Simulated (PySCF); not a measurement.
# How methods differ on the ionisation energy of Zn¹³⁺

Zn¹³⁺ [Ne] 3s2 3p5 [3p1/2^2 3p3/2^3, M_J = 3/2] → Zn¹⁴⁺ [Ne] 3s2 3p4 [3p1/2^2 3p3/2^2, M_J = 2], as a difference of total energies. Computed with PySCF 2.14 in an uncontracted even-tempered set (20 s from 1 bohr⁻², ratio 2.4; 14 p from 1.3 bohr⁻², ratio 2.4; 5 d from 7.3 bohr⁻², ratio 2.6; 4 f from 11 bohr⁻², ratio 2.6), with the two-component X2C-1e Hamiltonian. Correlated levels: 1s2 frozen; the 58 highest virtual spinors dropped. "Screened" scales the spin-orbit matrix elements by Boettger's factors to mimic the two-electron term; Breit and QED terms are absent.

| method | ionisation energy (eV) |
| --- | --- |
| GHF (spin-free) | 452.54 |
| GMP2 (spin-free) | 453.44 |
| GHF (screened spin-orbit) | 451.85 |
| GMP2 (screened spin-orbit) | 452.75 |

**Question.** How much does correlation contribute at GMP2 (screened spin-orbit)?

**Answer.** 452.75 − (451.85) = 0.90 eV, measured against GHF (screened spin-orbit).

The labels give the starting determinants; with spin-orbit coupling the two ends relaxed to ⟨J²⟩ = 3.75, ⟨L²⟩ = 2.00, ⟨S²⟩ = 0.75 and ⟨J²⟩ = 6.01, ⟨L²⟩ = 2.35, ⟨S²⟩ = 1.83.

For comparison: 453.4 ± 0.3 eV (semi-empirical (NIST evaluation); NIST Atomic Spectra Database, ionization energies).
